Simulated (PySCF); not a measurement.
A compound of formula C30H15BF5NO has these computed shifts in ppm, with the number of atoms in brackets (GIAO KT3/pcSseg-1, gas phase, PySCF SCF with an in-house response code, fitting set def2-universal-JFIT, grid level 2, non-relativistic, on the GFN2-xTB geometry; 11B against isolated BF3·OEt2; 13C, 1H against isolated TMS; 19F against isolated CFCl3; 15N against isolated NH3; 17O against isolated H2O).

1H: 8.86 (1), 8.65 (1), 7.84 (2), 7.73 (1), 7.71 (1), 7.56 (1), 7.55 (1), 7.55 (1), 7.49 (2), 7.43 (1), 7.11 (1), 6.83 (1), 6.11 (1)
13C: 154.2 (1), 151.4 (1), 143.9 (2), 140.6 (1), 139.3 (2), 138.3 (1), 137.4 (1), 137.3 (1), 131.2 (1), 127.8 (1), 126.9 (1), 126.5 (2), 125.4 (1), 125.1 (2), 124.7 (1), 123.3 (1), 118.2 (1), 117.1 (1), 117.1 (1), 113.6 (1), 113.2 (1), 112.9 (1), 112.0 (1), 111.7 (1), 104.0 (1), 102.0 (1)
11B: 28.9 (1)
15N: 159.8 (1)
17O: 215.1 (1)
19F: -171.5 (2), -184.6 (1), -189.4 (2)

Task: Which structure gave them?

Result: Fc1c(F)c(F)c(-c2ccc3c(c2)B2c4ccccc4Oc4cccc(c42)N3c2ccccc2)c(F)c1F. Other isomers were not compared.
